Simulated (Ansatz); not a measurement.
VB₆⁺: single points at one geometry.

```yaml
crystal:
  periodic: [false, false, false]
  atoms:
    - {symbol: V, position_ang: [0.809630, -1.992485, -0.091902]}
    - {symbol: B, position_ang: [0.832398, 1.332954, 0.215008]}
    - {symbol: B, position_ang: [-0.640118, 1.620618, -0.227408]}
    - {symbol: B, position_ang: [0.032465, 0.001842, -0.545153]}
    - {symbol: B, position_ang: [-0.935291, -1.148712, 0.217085]}
    - {symbol: B, position_ang: [1.440268, -0.190094, 0.361815]}
    - {symbol: B, position_ang: [-1.539352, 0.375878, 0.070545]}
basis:
  gaussian: {orbitals: def2-TZVP, initial_orbitals: start.molden}
total_charge: 1
hamiltonian: {xc: r2scan, dispersion: d4}
scf: {omitted_lower_state_checks: [starts]}
output: {orbitals: {seedname: orbitals}}
```

The file start.molden holds the orbitals of an earlier run on this structure, at another level or in another basis.

```sh
$ ansatz run in.yaml --threads 4 --pin off --events-out ev --progress --plain --max-ram 4787MiB
```

It prints (some lines left out):

```
Functional definition: r2SCAN
1448 factors; their error is unknown
mean field evaluation 1: about -29727.6702 eV, gradient 6.1e0 eV
mean field evaluation 2: about -29727.8225 eV, gradient 5.0e-1 eV
mean field evaluation 4: about -29727.8135 eV, gradient 3.7e-1 eV
mean field evaluation 8: about -29727.8139 eV, gradient 3.8e-5 eV
mean field evaluation 16: about -29727.8139 eV, gradient 1.3e-4 eV
mean field -29727.81387079 eV, -1092.4770095155 hartree, gradient 1.4e-5 eV, S^2 0.000000; 0 other end points of the search recorded, 0 dependent functions left out
reference -29727.81388608 eV, -1092.4770100776 hartree; 26, 26 occupied and 205, 205 virtual orbitals, 1448 factors
Total energy: -29727.86523520 eV, -1092.4788971228 hartree
Checks for a lower state left out: starts
```

It took 9.5 s on 4 threads of Arm Neoverse V1 on a shared host.

As the first input, with `hamiltonian: {xc: pbe0, dispersion: d4}` (abridged; 14 s):

```
Functional definition: PBE0
mean field evaluation 16: about -29719.1324 eV, gradient 7.4e-3 eV
mean field -29719.13240400 eV, -1092.1579714957 hartree, gradient 2.9e-5 eV, S^2 0.000000
Total energy: -29719.34527595 eV, -1092.1657943955 hartree
Checks for a lower state left out: starts
```

The first input with `gaussian: {orbitals: def2-SVP, initial_orbitals: start.molden}`, `hamiltonian: {xc: pbe, dispersion: d4}` (abridged; 1.7 s):

```
Functional definition: PBE
mean field -29711.79273395 eV, -1091.8882435961 hartree, gradient 1.1e-5 eV, S^2 0.000000
Total energy: -29712.04617398 eV, -1091.8975573455 hartree
Checks for a lower state left out: starts
```

First input, but with `correlation: {method: mp2}` and without the key `hamiltonian` (abridged; 23 s):

```
Functional definition: HF
mean field evaluation 16: about -29670.7001 eV, gradient 3.1e-6 eV
mean field -29670.70010585 eV, -1090.3781173672 hartree, gradient 3.1e-6 eV, S^2 0.000000; unrestricted orbitals would lower it
mean field evaluation 32: about -29671.9502 eV, gradient 4.1e-2 eV
unrestricted determinant -29671.95912342 eV, -1090.4243854093 hartree, S^2 1.8415
11 core orbitals not correlated: weight in the atoms' cores, before any rotation towards them, 1.000 or more for the frozen orbitals, at most 0.000 for the correlated occupied ones
second order -26.44076924 eV of doubles, -0.00000000 eV of singles
Total energy: -29697.14087509 eV, -1091.3497977144 hartree
Checks for a lower state left out: starts
```

The first input with `gaussian: {orbitals: def2-SVP, initial_orbitals: start.molden}`, `hamiltonian: {xc: pbe0, dispersion: d4}` (abridged; 4.6 s):

```
Functional definition: PBE0
mean field evaluation 16: about -29711.6407 eV, gradient 1.7e-5 eV
mean field -29711.64067652 eV, -1091.8826555888 hartree, gradient 1.3e-5 eV, S^2 0.000000
Total energy: -29711.85355055 eV, -1091.8904785651 hartree
Checks for a lower state left out: starts
```

As the first input, with `hamiltonian: {xc: {name: B2PLYP}}` and without the key `output` (abridged; 12 s):

```
Functional definition: B2PLYP
mean field -29711.57874523 eV, -1091.8803796560 hartree, gradient 2.8e-6 eV, S^2 0.000000; unrestricted orbitals would lower it
11 core orbitals not correlated: weight in the atoms' cores, before any rotation towards them, 1.000 or more for the frozen orbitals, at most 0.000 for the correlated occupied ones
second order -36.46810219 eV of doubles, -0.00000000 eV of singles
Total energy: -29721.42528901 eV, -1092.2422334654 hartree
Checks for a lower state left out: starts
```

First input, but with `hamiltonian: {xc: {name: BLYP}, dispersion: d4}` (abridged; 4.2 s):

```
Functional definition: BLYP
mean field -29730.66480962 eV, -1092.5817795851 hartree, gradient 9.3e-6 eV, S^2 0.000000
Total energy: -29731.22561516 eV, -1092.6023888085 hartree
Checks for a lower state left out: starts
```

Geometry: r2SCAN-D4/def2-SVP.

Correlated methods freeze 11 core orbitals; core or outer-core shells of V are correlated, in sets that lack core-valence functions. The restricted singlet is unstable towards broken spin symmetry at other levels; at r2SCAN-D4/def2-TZVP, PBE0-D4/def2-TZVP, PBE-D4/def2-SVP, PBE0-D4/def2-SVP and others this wasn't settled. At MP2/def2-TZVP, B2PLYP/def2-TZVP the restricted singlet (for correlated methods, its reference) is unstable: a solution with broken spin symmetry lies lower. No other spin state of charge 1 was run. The geometry of the singlet was relaxed on an unsound state (restricted singlet, unstable towards broken spin symmetry at other levels and untested here). Another isomer (singlet) lies 0.08 eV lower at PBE-D4/def2-SVP; other spin states weren't run for this one.
